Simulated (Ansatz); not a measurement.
Ansatz results at the PBE0-D4/def2-TZVP geometry: size of the dipole moment (ωB97M-V/def2-TZVPP) 0.00 D; HOMO–LUMO gap (B3LYP/def2-TZVPP) 6.33 eV; LUMO energy (PBE/def2-TZVPP) -1.94 eV.

(1) Which molecule gave them?
A. `[SiH2]1[SiH]2[SiH2][SiH]3[SiH2][SiH]1[SiH2][SiH]([SiH2]2)[SiH2]3`
B. `[GeH3][GeH2][GeH2][GeH3]`
C. `[GeH3][SiH2][GeH2][SiH2][GeH2][GeH3]`
D. `[SiH3][SiH2][GeH3]`

Answers

(1) A. The others give `[GeH3][GeH2][GeH2][GeH3]`: 0.10, 7.10, -0.96; `[GeH3][SiH2][GeH2][SiH2][GeH2][GeH3]`: 0.20, 6.88, -1.25; `[SiH3][SiH2][GeH3]`: 0.17, 7.40, -1.01.

B3LYP here is the variant with VWN-RPA as its local correlation; programs differ in this.
